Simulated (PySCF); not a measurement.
**Orbital energies and ionisation energy**

Species: 2-bromothiophene, C4H3BrS.
Cartesian coordinates in Å at the PBE0-D3(BJ)/def2-SVP level; atoms count from 1:
```
atom  x, y, z in Å
Br1    2.7827    0.6684    1.2364
C2     1.0881    0.3983    0.5110
C3     0.5585   -0.7834    0.0625
C4    -0.7672   -0.6133   -0.4276
C5    -1.2064    0.6806   -0.3373
S6    -0.0128    1.7152    0.3411
H7     1.1009   -1.7285    0.0849
H8    -1.3727   -1.4249   -0.8332
H9    -2.1711    1.0876   -0.6378
```

Level: PBE0/def2-SVPD (PySCF). Frontier orbitals with their largest atomic shares (Löwdin; up to four atoms above 4 %):

```json
{"orbital": "HOMO−3", "ε (eV)": "-9.26", "main atoms": "Br1 56 %, C2 15 %, C5 12 %, C4 8 %"}
{"orbital": "HOMO−2", "ε (eV)": "-8.59", "main atoms": "Br1 81 %, C2 9 %, S6 4 %"}
{"orbital": "HOMO−1", "ε (eV)": "-7.66", "main atoms": "S6 43 %, C3 20 %, C4 17 %, C2 9 %"}
{"orbital": "HOMO", "ε (eV)": "-6.81", "main atoms": "?"}
{"orbital": "LUMO", "ε (eV)": "-0.88", "main atoms": "S6 23 %, C2 21 %, C5 20 %, C3 12 %"}
{"orbital": "LUMO+1", "ε (eV)": "-0.26", "main atoms": "Br1 61 %, C2 22 %, S6 6 %"}
{"orbital": "LUMO+2", "ε (eV)": "0.26", "main atoms": "S6 63 %, C2 9 %, C5 9 %, Br1 8 %"}
```

Q: What vertical ionisation energy does ΔSCF give, and how far is −ε(HOMO) from it?

A: ΔSCF: 8.66 eV (836 kJ/mol; threshold wavelength 143 nm); ⟨S²⟩ of the doublet left behind is 0.763, against 0.75 for a pure doublet. −ε(HOMO) is 6.81 eV, 1.85 eV below it. For the exact functional −ε(HOMO) would equal the first vertical ionisation energy; PBE0 (global hybrid, 25 % exact exchange) falls short of its own ΔSCF value by 21 %.

Q: On which atoms does the HOMO lie?

A: Br1 (aryl bromine) 25 %, C5 (aromatic CH next to a ring sulfur) 22 %, C2 (aromatic C–Br carbon) 22 %, C4 (aromatic CH carbon) 12 %, so no atom holds as much as 40 %. The HOMO−1 lies 0.85 eV lower.

Q: With α = 84.4 au, estimate the like-pair dispersion coefficient by London's formula C6 = (3/4)α²I.

A: I = 0.3184 Eh, so C6 ≈ 1700 au, a rough estimate.

Q: How many of the 10 lowest singlet excitations (vertical TDDFT, same level) lie below the ionisation energy?

A: All 10; they run from 5.18 to 7.06 eV.

Q: What total energies stand behind the ΔSCF value?

A: E(N) = -3125.40665 Eh and E(N − 1) = -3125.08825 Eh at the same geometry, 0.31840 Eh apart.

Q: Shift the occupied levels rigidly so that −ε(HOMO) equals the ΔSCF value. What binding energies result?

A: The shift is +1.85 eV: HOMO 8.66, HOMO−1 9.51, HOMO−2 10.44, HOMO−3 11.11 eV. A rigid shift is only a rough guide to the deeper ionisations.

Isolated species at its PBE0-D3(BJ)/def2-SVP geometry, gas phase. The calculation is non-relativistic, for bromine too.
